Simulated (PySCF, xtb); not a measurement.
C3H10NSi, SMILES C[Si](C)([NH])C (connectivity only; charge and spin as stated), charge -1, multiplicity 1.

GFN2-xTB (xtb) at its own geometry gives an orbital gap of 6.18 eV.

Geometry: PBE0-D3(BJ)/def2-SVPD. The multiplicity is an assumed one; other spin states were not compared. The isomer is the one that the SMILES or the coordinates give; other isomers of the formula were not compared. The values are those of a single conformer.

What does PBE/def2-SVPD (PySCF) give? (An estimate is asked for; the answer gives what the named calculation found.)

gap 2.56 eV (levels 1.01 and 3.57 eV).
